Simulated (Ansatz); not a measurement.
Reaction (cleavage of the B–Si bond): `CB(C)[SiH2]N` + H–F → `CB(C)F` + `N[SiH3]`

Calculated with Ansatz (gas phase, PBE0-D4/def2-TZVP geometries, no zero-point term in ΔE). CCSD(T)/CBS adds triple-zeta CCSD(T) − MP2 to the extrapolated MP2 energy (def2 sets, frozen cores). This one scheme is used for every species. DFT in def2-TZVPP. B3LYP here is the variant with VWN-RPA as its local correlation; programs differ in this. Each species was taken in one conformer, which may not be the lowest.

Problem. Is it downhill or uphill in electronic energy at CCSD(T)/CBS, and by how much? (An estimate is asked.)

Solution. Computed: Downhill: ΔE = -178.9 kJ/mol.

Problem. What do these levels give: PBE-D4, revPBE-D4, BLYP-D4, r2SCAN-D4, B3LYP-D4, BLYP? (Best estimate.)

Solution. Ansatz gave: PBE-D4 -170.6, revPBE-D4 -165.7, BLYP-D4 -183.3, r2SCAN-D4 -187.1, B3LYP-D4 -186.9, BLYP -197.3 kJ/mol.

Largest T1 diagnostic among the species: 0.011.

Leaving LDA and LC-ωPBE aside and taking each functional with its dispersion term where it has one, the values, not all of them listed here, spread over 30.3 kJ/mol, from CAM-B3LYP-D4 to revPBE-D4. From PBE to PBE0 (25 % exact exchange), in def2-TZVPP and without D4, ΔE moves by −3.3 kJ/mol. The D4 term adds +11.6 kJ/mol with B3LYP and +6.8 kJ/mol with PBE0; it sums over pairs of atoms, weighted by their polarisabilities, and B3LYP, whose exchange is more repulsive, gets the larger term.
